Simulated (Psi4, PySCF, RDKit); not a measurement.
Conformational energy of C14H10O, SMILES c1coc(-c2cccc3ccccc23)c1. Scanned: dihedral O3–C4–C5–C6; all other coordinates were relaxed at GFN2-xTB. Points at φ and −φ are mirror images. Heavy atoms are numbered in the order of the SMILES c1coc(-c2cccc3ccccc23)c1, hydrogens after them in the order of the atoms that carry them; the mirror image has the same energies with the sign of each dihedral reversed.

PBE0/def2-SVP // GFN2-xTB (Psi4); MMFF94 // GFN2-xTB (RDKit); RKS-B3LYP/LANL2DZ = PySCF with restricted B3LYP/LANL2DZ, density fitting // GFN2-xTB.

Energies in kJ/mol, each method relative to its own lowest point.

```csv
φ / °,PBE0/def2-SVP,MMFF94,RKS-B3LYP/LANL2DZ
-160,1.6,10.8,1.2
-140,0.3,3.0,0.9
-120,4.0,0.7,4.8
-100,9.5,2.6,10.4
-80,10.7,3.0,11.8
-60,5.8,0.5,6.9
-40,0.0,0.0,0.7
-20,0.0,7.1,0.0
0,6.3,18.6,4.9
20,0.0,7.1,0.0
40,0.0,0.0,0.7
60,5.8,0.5,6.9
80,10.7,3.0,11.8
100,9.5,2.6,10.4
120,4.0,0.7,4.8
140,0.3,3.0,0.9
160,1.6,10.8,1.2
180,3.9,16.3,2.6
```
